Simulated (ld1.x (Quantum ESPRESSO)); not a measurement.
u(r) = r·R(r): atom against pseudo-atom (zirconium (Zr))

Columns: radius, all-electron u(r) and pseudo u(r) of the 4p shell (level -34.07 eV) of zirconium in the configuration [Ar] 3d10 4s2 4p6 4d2 5s1.75 5p0; LDA (PZ), scalar-relativistic, TM semilocal scheme, ld1.x (Quantum ESPRESSO) 7.5.

| r (bohr) | all-electron | pseudo |
| --- | --- | --- |
| 0.115 | 0.2566 | 0.0233 |
| 0.230 | -0.2880 | 0.0907 |
| 0.345 | -0.4968 | 0.1952 |
| 0.460 | -0.3107 | 0.3257 |
| 0.575 | 0.0324 | 0.4687 |
| 0.690 | 0.3733 | 0.6095 |
| 0.805 | 0.6431 | 0.7344 |
| 0.920 | 0.8249 | 0.8326 |
| 1.035 | 0.9263 | 0.8973 |
| 1.150 | 0.9631 | 0.9265 |
| 1.265 | 0.9529 | 0.9223 |
| 1.380 | 0.9108 | 0.8903 |
| 1.495 | 0.8491 | 0.8375 |
| 1.610 | 0.7770 | 0.7714 |
| 1.725 | 0.7009 | 0.6987 |
| 1.840 | 0.6252 | 0.6245 |
| 1.955 | 0.5528 | 0.5526 |
| 2.070 | 0.4852 | 0.4852 |
| 2.185 | 0.4235 | 0.4235 |
| 2.300 | 0.3678 | 0.3678 |
| 2.415 | 0.3182 | 0.3182 |
| 2.530 | 0.2743 | 0.2743 |
| 2.645 | 0.2358 | 0.2358 |
| 2.760 | 0.2022 | 0.2022 |
| 2.875 | 0.1731 | 0.1731 |
| 2.990 | 0.1478 | 0.1478 |

Q: How many radial nodes do the two functions have?

A: The all-electron 4p function has n − l − 1 = 2; the pseudo-wave has 0, since the states of the same l below it are removed with the core.

Q: At about which radius was the pseudo-wave matched?

A: 2.30 bohr. The columns agree to 0.0005 from 1.96 bohr on; several derivatives are matched, so the curves merge somewhat inside the radius.

Q: Where does each function peak?

A: Outermost all-electron maximum near 1.15 bohr, pseudo maximum near 1.15 bohr (to the table’s step).

Q: Is the pseudo-wave norm-conserving?

A: Yes: the TM semilocal scheme keeps the norm inside the radius equal to the all-electron one, which fixes the energy derivative of the logarithmic derivative at the level.
